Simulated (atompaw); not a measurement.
PBEsol PAW (atompaw) dataset for iron (Fe), scalar-relativistic all-electron reference.

atompaw 4.2.0.5 was run on this input:

```
Fe 26
GGA-PBESOL scalarrelativistic loggrid 1500 logderivrange -3 5 201
4 4 3 0 0 0
4 0 1
4 1 1
3 2 6
0 0 0
c
c
c
v
c
c
v
v
2
3.00 2.40 2.50 1.90
y
3.05
n
y
2.05
n
y
0.9
n
bloechl besselshape
3 0 ultrasoft
PWSCFOUT
UPFDX 0.0125d0 UPFXMIN -7.d0 UPFZMESH 26.d0
END
```

Command:

```bash
atompaw < Fe.input > Fe.log
```

Resulting log (summary file):

```
Completed calculations for Fe (AE)

 Exchange-correlation type: GGA, Perdew-Burke-Ernzerhof modified (PBEsol)

 Radial integration grid is logarithmic
 r0 =   3.1899155E-04 h =   8.2937802E-03   n =      1500 rmax =   8.0000000E+01

 Scalar relativistic calculation

 AEatom converged in  45 iterations
   nz     =  26.00
   delta  =       7.674771804431E-17

 All Electron Orbital energies:
  n  l      occupancy      energy
  1  0      2.0000000E+00 -5.1400774E+02
  2  0      2.0000000E+00 -6.0304374E+01
  3  0      2.0000000E+00 -7.0191314E+00
  4  0      1.0000000E+00 -4.6831991E-01
  2  1      6.0000000E+00 -5.1422715E+01
  3  1      6.0000000E+00 -4.5321047E+00
  4  1      1.0000000E+00 -1.5575989E-01
  3  2      6.0000000E+00 -6.7644223E-01

 Total energy
   Total                    :    -2542.22126494029317

 ---
 Completed calculations for Fe (SC)

 Exchange-correlation type: GGA, Perdew-Burke-Ernzerhof modified (PBEsol)

 Radial integration grid is logarithmic
 r0 =   3.1899155E-04 h =   8.2937802E-03   n =      1500 rmax =   8.0000000E+01

 Scalar relativistic calculation

 SCatom converged in   1 iterations
   nz     =  26.00
   delta  =       1.631946747803E-17

 Valence Electron Orbital energies:
  n  l      occupancy      energy
   4  0      1.0000000E+00 -4.6831991E-01
   4  1      1.0000000E+00 -1.5575989E-01
   3  2      6.0000000E+00 -6.7644223E-01

 Total energy
   Total                    :    -2542.22126493988981
   Valence                  :     -138.34730689132238

 PAW parameters:
       lmax =            2
         rc =    3.0218882185338609
        irc =         1105
   rc_shape =    2.4155410832129003
    rc_vloc =    2.5178304004832941
    rc_core =    1.9148952956678089
   Vloc: Non norm-conserving form with l= 3;e=   0.0000E+00
   Projector type: Bloechl + Gram-Schmidt ortho.
   Bessel compensation charge shape zeroed at   2.4155E+00

 Number of basis functions     6
 No.   n  nodes  l      Energy         Cp coeff         Occ
  1    4    3    0   -0.4683199E+00 -0.3887427E+01  0.1000000E+01
  2  999    4    0    0.3050000E+01 -0.7112066E+01  0.0000000E+00
  3    4    2    1   -0.1557599E+00 -0.3157817E+01  0.1000000E+01
  4  999    3    1    0.2050000E+01 -0.4495325E+01  0.0000000E+00
  5    3    0    2   -0.6764422E+00  0.6574570E+01  0.6000000E+01
  6  999    1    2    0.9000000E+00  0.1114855E+02  0.0000000E+00

 Eigenvalues of overlap operator (in the basis of projectors):
    1        1.10117141E-01
    2        2.21717431E-01
    3        1.25557456E+00
    4        2.05376530E+00
    5        5.59964340E+00
    6        2.47733181E+01

 Orbital leakage outside PAW augmentation regions
   orb  is_core?  %out_of_sphere
   1 0    T           0.00
   2 0    T           0.00
   3 0    T           0.00
   4 0    F          39.70
   2 1    T           0.00
   3 1    T           0.01
   4 1    F          70.41
   3 2    F           1.83

 Summary of PAW energies
   Total valence energy     :   -138.34730905567653
   Smooth energy            :      6.82106396117436
   One center               :   -145.16837301685089
   Smooth kinetic           :      5.84955814709277
   Vloc energy              :      0.13450635591395
   Smooth exch-corr         :     -2.72644708525602
   One-center xc            :   -105.82946457373558
```

The run took about 9.9 s on one core of a shared server CPU.
